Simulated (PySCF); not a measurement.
AlHI2O. Atoms are numbered in the order given.

```xyz
5

Al     0.0000     0.0000     0.9086
I      0.0000    -2.1316    -0.3380
I      0.0000     2.1316    -0.3380
O      0.0000     0.0000     2.5626
H      0.0000     0.0000     3.5131
```

Geometry: B3LYP-D3(BJ)/def2-SVP. A frequency run showed that this geometry is not a minimum. The def2 effective core potentials stand for the cores of I; spin–orbit coupling is left out. Other conformers were not sampled.

Calculation: B3LYP/def2-TZVP in PySCF.

Atomic charges (e):

```tsv
atom	Löwdin	Mulliken
Al1	(withheld)	0.57
I2	(withheld)	-0.17
I3	(withheld)	-0.17
O4	(withheld)	-0.55
H5	(withheld)	0.32
```

### Question
Complete the blanks. (The exact figures need the calculation; the answer reports its results.)

### Answer

- Al1, Löwdin: -0.64
- I2, Löwdin: 0.27
- I3, Löwdin: 0.27
- O4, Löwdin: -0.09
- H5, Löwdin: 0.18
